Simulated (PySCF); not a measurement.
Compound: C6H6OS.
Z-matrix (Å and degrees, GFN2-xTB geometry), rows numbered from 1:
```
C 
C   1  1.5095
O   2  1.2111  1  122.31
C   2  1.4730  1  115.78  3  -179.99
C   4  1.4247  2  126.82  1    -0.03
C   5  1.3530  4  112.54  2  -179.99
S   6  1.7240  5  112.25  4    -0.05
C   4  1.3709  2  121.71  1   179.93
H   1  1.0882  2  109.92  3   120.23
H   1  1.0869  2  109.48  3    -0.07
H   1  1.0881  2  109.94  3  -120.27
H   5  1.0743  4  124.31  2    -0.03
H   6  1.0716  5  128.37  4  -179.98
H   8  1.0721  4  126.57  2     0.05
```

Level of theory: CAM-B3LYP/def2-SVPD in PySCF (dipole) on a GFN2-xTB geometry, gas phase.

Take the most abundant isotopes and a rigid rotor. The values belong to one conformer with, in the numbering `[CH3:1][C:2](=[O:3])[c:4]1[cH:5][cH:6][s:7][cH:8]1`, C1–C2–C4–C5 0°.

(1) What are A, B and C (MHz)?

(2) What kind of rotor is it?

(3) What does the inertial defect say?

(4) Give the other two planar moments, Paa and Pbb, and the rms extents of the mass along the axes.

(5) Give the coordinates in the principal-axis frame, origin at the centre of mass.

(6) Predict some low-J microwave lines.

## Answers

(1) Ia = 117.73, Ib = 430.10, Ic = 544.69 u·Å²; 505379 MHz·u·Å²/I gives A = 4293, B = 1175, C = 927.8 MHz.

(2) An asymmetric top. Ray's parameter κ = (2B − A − C)/(A − C) = -0.853; −1 is the prolate and +1 the oblate limit.

(3) Not planar: Δ = Ic − Ia − Ib = -3.15 u·Å². For a rigid frame Δ = −2 Σ m c², so Σ m c² = 1.57 u·Å² lies off the ab plane, practically all of it from hydrogen. The atom farthest from that plane is 0.89 Å away.

(4) Paa = Σ m a² = (Ib + Ic − Ia)/2 = 428.53 and Pbb = Σ m b² = (Ia + Ic − Ib)/2 = 116.16 u·Å². With the mass M = 126.01 u, the rms extents √(P/M) along a, b and c are 1.84, 0.96, 0.11 Å.

(5) The sense of each axis is arbitrary; atoms in the order of the calculation.
| atom | mass (u) | a (Å) | b (Å) | c (Å) |
| --- | --- | --- | --- | --- |
| C1 | 12.000 | -2.660 | 1.056 | 0.001 |
| C2 | 12.000 | -1.797 | -0.182 | 0.000 |
| O3 | 15.995 | -2.268 | -1.299 | -0.001 |
| C4 | 12.000 | -0.343 | 0.050 | 0.000 |
| C5 | 12.000 | 0.321 | 1.310 | 0.000 |
| C6 | 12.000 | 1.668 | 1.187 | -0.001 |
| S7 | 31.972 | 2.173 | -0.461 | 0.000 |
| C8 | 12.000 | 0.553 | -0.989 | 0.000 |
| H9 | 1.008 | -2.448 | 1.655 | 0.885 |
| H10 | 1.008 | -3.708 | 0.769 | 0.000 |
| H11 | 1.008 | -2.449 | 1.656 | -0.882 |
| H12 | 1.008 | -0.183 | 2.260 | -0.001 |
| H13 | 1.008 | 2.407 | 1.964 | 0.000 |
| H14 | 1.008 | 0.318 | -2.035 | 0.000 |

(6) The dipole components are |μa| = 1.59 D, |μb| = 2.88 D, |μc| = 0.00 D; the mirror of this Cs structure is the ab plane, so μc vanishes by symmetry and there are no c-type lines. Intensities carry the squares of the components, which stand as 0.30 : 1.00 (a : b). Some lines, for components of 0.1 D or more:

```
type  branch         J(Ka,Kc)    MHz  lower level (cm⁻¹)
   a       Q  2(1,1) ← 2(1,2)    742               0.306
   b       R  2(0,2) ← 1(1,1)   1074               0.174
   a       Q  3(1,2) ← 3(1,3)   1483               0.504
   b       R  3(0,3) ← 2(1,2)   3368               0.306
   b       Q  2(1,1) ← 2(0,2)   3626               0.210
   b       Q  3(1,2) ← 3(0,3)   4044               0.419
   a       R  2(0,2) ← 1(0,1)   4192               0.070
   a       R  2(1,1) ← 1(1,0)   4453               0.182
   b       R  1(1,1) ← 0(0,0)   5221               0.000
   a       R  3(1,3) ← 2(1,2)   5929               0.306
   a       R  3(0,3) ← 2(0,2)   6252               0.210
   a       R  3(2,2) ← 2(2,1)   6309               0.643
   a       R  3(2,1) ← 2(2,0)   6365               0.643
   a       R  3(1,2) ← 2(1,1)   6670               0.331
   b       R  3(1,3) ← 2(0,2)   8814               0.210
   b       Q  3(2,1) ← 3(1,2)   9062               0.553
   b       Q  2(2,1) ← 2(1,2)  10095               0.306
   b       Q  3(2,2) ← 3(1,3)  10474               0.504
   b       R  2(2,1) ← 1(1,0)  13806               0.182
   b       R  2(2,0) ← 1(1,1)  14067               0.174
   b       Q  3(3,1) ← 3(2,2)  16215               0.853
   b       R  3(2,1) ← 2(1,2)  16473               0.306
   b       R  3(3,1) ← 2(2,0)  22509               0.643
   b       R  3(3,0) ← 2(2,1)  22524               0.643
```

Not checked by GFN2-xTB frequencies. These are rigid-rotor constants of the computed structure; measured ground-state constants (B0) also hold zero-point vibration. A rigid rotor knows nothing of internal rotation, which can split or shift real lines.

Hardware: Arm Neoverse V2, one thread, no GPU, shared host. Cost: 51 s of wall time. This is the CAM-B3LYP/def2-SVPD job that gave the dipole, with the excitations it also computed.
